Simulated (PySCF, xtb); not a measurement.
Si(F)2(OH)(SMe) (CH4F2OSSi), SMILES CS[Si](O)(F)F.

GFN2-xTB run with xtb 6.7.1 at its own geometry gives an orbital gap of 4.56 eV and a dipole moment of 3.55 D.

The structure is a stationary point at B3LYP-D3(BJ)/def2-SVP. This is a generated structure with no PubChem entry under its InChIKey; it may be hypothetical. Other conformers were not sampled.

**Question.** What does r2SCAN/def2-TZVP (PySCF) give? (The exact figures need the calculation; the answer reports its results.)

**Answer.** gap 5.86 eV (levels -6.57 and -0.71 eV), dipole 2.75 D.
